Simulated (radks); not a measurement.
S3+, configuration [Ne] 3s2 3p1. Calculated with a radial shooting solver on a logarithmic mesh with Libxc functionals: non-relativistic Kohn-Sham, BLYP, spin-polarised, spherical densities, point nucleus; open shells are filled with parallel spins first.

Normalised radial functions P(r) = r R(r), r in bohr:

r,3p down,3d up
0.004521,0.0009,0.0000
0.005747,0.0014,0.0000
0.007364,0.0023,0.0000
0.009362,0.0036,0.0000
0.012,0.0058,0.0000
0.01537,0.0093,0.0000
0.01954,0.0145,0.0001
0.02504,0.0228,0.0002
0.03184,0.0349,0.0004
0.0408,0.0535,0.0007
0.05186,0.0794,0.0014
0.06646,0.1165,0.0027
0.08449,0.1641,0.0051
0.1083,0.2253,0.0096
0.1376,0.2924,0.0174
0.1764,0.3598,0.0311
0.2242,0.4066,0.0531
0.2873,0.4109,0.0888
0.3682,0.3428,0.1423
0.4681,0.1896,0.2151
0.5998,-0.0562,0.3140
0.7625,-0.3452,0.4293
0.9771,-0.6281,0.5565
1.242,-0.8049,0.6639
1.592,-0.8202,0.7159
2.024,-0.6712,0.6738
2.593,-0.4280,0.5345
3.297,-0.2102,0.3483
4.224,-0.0698,0.1689
5.37,-0.0155,0.0598
6.882,-0.0019,0.0132

3p down (empty): eigenvalue -39.342 eV, 1 radial node at r = 0.570 bohr, <r> = 1.67 bohr, 90 % of the charge inside 2.54 bohr. 3d up (empty): eigenvalue -24.605 eV, 0 radial nodes, <r> = 1.99 bohr, 90 % of the charge inside 3.13 bohr.
